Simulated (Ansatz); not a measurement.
Start from `[SiH3][SnH2][SH]` and change one atom or group to get `[SH][SnH3]`.

Ansatz, PBE0-D4/def2-TZVP geometries, multiplicity 1. Each molecule was computed in one conformer, which needn't be the lowest.

Elements past krypton have def2 core potentials.

```json
{"property": "HOMO–LUMO gap (PBE0/def2-TZVPP) / eV", "`[SiH3][SnH2][SH]`": "6.44"}
{"property": "HOMO energy (ωB97M-V/def2-TZVPP) / eV", "`[SiH3][SnH2][SH]`": "-9.37"}
{"property": "LUMO energy (PBE0/def2-TZVPP) / eV", "`[SiH3][SnH2][SH]`": "-0.75"}
{"property": "size of the dipole moment (B3LYP/def2-TZVPP) / D", "`[SiH3][SnH2][SH]`": "1.47"}
{"property": "HOMO–LUMO gap (B3LYP/def2-TZVPP) / eV", "`[SiH3][SnH2][SH]`": "5.97"}
{"property": "HOMO energy (PBE0/def2-TZVPP) / eV", "`[SiH3][SnH2][SH]`": "-7.18"}
```

(1) What does the change do to each property? (Best estimate.)

Answers

(1) Ansatz gave: 
| property | `[SH][SnH3]` | shift |
| --- | --- | --- |
| HOMO–LUMO gap (PBE0/def2-TZVPP) / eV | 6.67 | 0.23 |
| HOMO energy (ωB97M-V/def2-TZVPP) / eV | -9.45 | -0.08 |
| LUMO energy (PBE0/def2-TZVPP) / eV | -0.59 | 0.16 |
| size of the dipole moment (B3LYP/def2-TZVPP) / D | 1.46 | -0.01 |
| HOMO–LUMO gap (B3LYP/def2-TZVPP) / eV | 6.16 | 0.19 |
| HOMO energy (PBE0/def2-TZVPP) / eV | -7.27 | -0.09 |

With PBE0 the HOMO falls by 0.09 eV and the LUMO rises by 0.16 eV, so the gap widens by about 0.25 eV. PBE moves the HOMO by -0.07 eV and ωB97M-V by -0.08 eV. The zero-point energy changes by -47.1 kJ/mol with -9 modes. Dipoles are sizes alone; their direction can turn.

B3LYP here is the variant with VWN-RPA as its local correlation; programs differ in this.
